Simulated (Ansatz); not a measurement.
Which is lower?

The two ends of one reaction step of SnH4S2, singlet (PBE0-D4/def2-TZVP).

A:

| atom | x (Å) | y (Å) | z (Å) |
| --- | --- | --- | --- |
| Sn1 | -0.9557 | -0.1638 | 0.6945 |
| S2 | 1.5658 | -0.3716 | -0.6650 |
| S3 | -1.7100 | 1.7075 | -0.2399 |
| H4 | 0.9081 | -0.0966 | -1.8055 |
| H5 | -1.3835 | -1.7522 | 0.2053 |
| H6 | -0.1738 | -0.2589 | 2.2193 |
| H7 | 1.7490 | 0.9359 | -0.4086 |

B:

Sn1  (-0.344, -0.367, 0.502)
S2  (1.817, -0.923, -0.378)
S3  (-1.167, 1.616, -0.569)
H4  (-1.059, 1.090, -1.800)
H5  (-1.316, -1.722, 0.158)
H6  (-0.270, 0.031, 2.156)
H7  (2.339, 0.276, -0.069)
(Å)

Ansatz 0.2.0; basis: def2-TZVPP; cores frozen in the correlated methods. Filled d shells of the heavier atoms are correlated. Core potentials replace the inner electrons of the atoms past krypton. The def2 sets are not built for correlating such inner shells, so the correlated values are less sure here. B3LYP uses VWN-RPA correlation.

Which structure is lower at CCSD(T), and by how much? (Judge from chemistry; the value comes from the calculation.)

The calculation gives: B, by 134.2 kJ/mol (electronic energy, against the other). By their contacts, A is SnH₄S₂ ([S][SnH2][SH2]) and B is SnH₄S₂ ([SH][SnH2][SH]).

All methods give the same order:

```tsv
method	E(B) − E(A) (kJ/mol)
SPW92	-125.4
PBE-D4	-121.1
BLYP-D4	-115.7
r2SCAN-D4	-128.9
B97M-V	-128.0
PBE0-D4	-132.6
B3LYP-D4	-126.1
r2SCAN0-D4	-136.0
BHLYP-D4	-138.1
CAM-B3LYP-D4	-135.7
wB97X-V	-140.7
wB97M-V	-135.9
B2PLYP	-129.2
PBE-QIDH	-139.0
RPA on PBE	-130.4
HF	-145.7
MP2	-134.8
CCSD	-138.6
CCSD(T)	-134.2
```

The T1 diagnostic stays at or below 0.017.

Labels in which every atom is bracketed show which atoms are joined, not bond orders.

For scale, one of the runs: CCSD(T)/def2-TZVPP, 190 basis functions (an equivalent command: `ansatz run in.yaml --threads 4`). Time: 44 s of wall clock on 4 CPU threads; the host was shared. Peak host memory: 2.1 GiB.
